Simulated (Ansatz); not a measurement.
```yaml
crystal:
  periodic: [false, false, false]
  atoms:
    - {symbol: Cl, position_ang: [0.100138, -1.973701, 1.998002]}
    - {symbol: C, position_ang: [0.088322, -0.834520, 0.719215]}
    - {symbol: Br, position_ang: [0.974990, -1.554929, -0.874110]}
    - {symbol: B, position_ang: [-0.470616, 0.491524, 0.720450]}
    - {symbol: In, position_ang: [-0.022748, 1.169801, -1.284493]}
    - {symbol: H, position_ang: [-1.031034, 1.053999, 1.604618]}
    - {symbol: H, position_ang: [0.360948, 1.647836, -2.883683]}
basis:
  gaussian: {orbitals: x2c-TZVPPall, fitting: {mean_field: cc-pVTZ-jkfit}, final_grid: {core_spheres: 20, valence_spheres: 16, degree: 47}}
magnetization: {spin_polarized: true, initial_magnetization: 2}
hamiltonian: {xc: {name: RPBE}, dispersion: d4}
```

```sh
$ ansatz run in.yaml --threads 2 --pin off --events-out ev --progress --plain --max-ram 22528MiB --backend cpu
```

How does Ansatz answer? (Best estimate.)

Ansatz gave: The program refused the input.
```
Functional definition: RPBE
Error: <dir> the basis set cc-pVTZ-JKFIT has no functions for In
```
